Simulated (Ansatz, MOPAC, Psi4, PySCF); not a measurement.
System: BeF (charge 0, doublet). SMILES: [Be][F]
Coordinates optimised at B3LYP-D3(BJ)/def2-TZVP (Ansatz, a first-principles code):
```xyz
2

Be     0.0000     0.0000    -0.9505
F      0.0000     0.0000     0.4225
```
Charge 0, spin multiplicity 2.

Quantity: size of the dipole moment, in D. Set-up: non-relativistic; spin-orbit terms left out; open shells spin-unrestricted; six Cartesian d functions in 6-31G* and its kin unless marked 5d; 6-311+G** with 5d. Ab initio and DFT rows: single points at B3LYP-D3(BJ) geometries (Ansatz). Semi-empirical rows: dipoles at the shared geometry. The spin state of an ion or metal species was assumed, not searched.

```json
[
 {"level": "AM1", "program": "MOPAC", "size of the dipole moment (D)": "0.44"},
 {"level": "PM3", "program": "MOPAC", "size of the dipole moment (D)": "2.02"},
 {"level": "PBE/STO-3G", "program": "Ansatz", "size of the dipole moment (D)": "0.48"},
 {"level": "PBE/3-21G", "program": "Ansatz", "size of the dipole moment (D)": "0.53"},
 {"level": "BLYP/6-31G*", "program": "Ansatz", "size of the dipole moment (D)": "0.81"},
 {"level": "BP86/def2-SVP", "program": "PySCF", "size of the dipole moment (D)": "0.95"},
 {"level": "B3LYP/STO-3G", "program": "Ansatz", "size of the dipole moment (D)": "0.29"},
 {"level": "B3LYP/3-21G", "program": "Ansatz", "size of the dipole moment (D)": "0.74"},
 {"level": "B3LYP/6-31G", "program": "Ansatz", "size of the dipole moment (D)": "1.27"},
 {"level": "B3LYP/6-31G*", "program": "Ansatz", "size of the dipole moment (D)": "0.96"},
 {"level": "B3LYP/def2-SVP", "program": "Ansatz", "size of the dipole moment (D)": "1.13"},
 {"level": "wB97X-D/6-31G*", "program": "Psi4", "size of the dipole moment (D)": "0.99"},
 {"level": "wB97X-D/6-311+G**", "program": "Psi4", "size of the dipole moment (D)": "1.31"}
]
```

No value to compare with is used here. The 13 habitual levels span 0.29 (B3LYP/STO-3G) to 2.02 D (PM3).

The levels are drawn from those run, B3LYP/6-31G* more often than the rest, none by its result; runs whose electronic state is in doubt are left out.
